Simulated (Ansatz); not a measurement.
Wavefunction ladder for ClZn (`[Cl][Zn]`) radical

Cartesian coordinates in Å:
```
Cl -0.4914 0.0723 0.9586
Zn 0.4914 -0.0723 -0.9586
```

Charge 0, multiplicity 2. For Zn the d shell is correlated and the shells below it are frozen. Scalar relativity is left out up to krypton. Geometry: relaxed with PBE0-D4/def2-TZVP. Frozen core, unrestricted reference, the Gaussian-basis code of Ansatz.

| basis | HF (Eh) | MP2 corr. | CCSD corr. | (T) | CCSD(T) total |
| --- | --- | --- | --- | --- | --- |
| def2-SVP | ? | -0.40942 | -0.40207 | -0.00961 | ? |
| def2-TZVPP | ? | -0.66334 | ? | -0.02093 | ? |
| def2-QZVPP | ? | -0.71776 | -0.68600 | -0.02653 | ? |

(1) Fill in the withheld values. (An estimate is asked.)

Answers

(1) Ansatz gave: def2-SVP HF (Eh): -2236.94778; def2-SVP CCSD(T) total: -2237.35946; def2-TZVPP HF (Eh): -2237.35674; def2-TZVPP CCSD corr.: -0.63560; def2-TZVPP CCSD(T) total: -2238.01327; def2-QZVPP HF (Eh): -2237.41170; def2-QZVPP CCSD(T) total: -2238.12423.
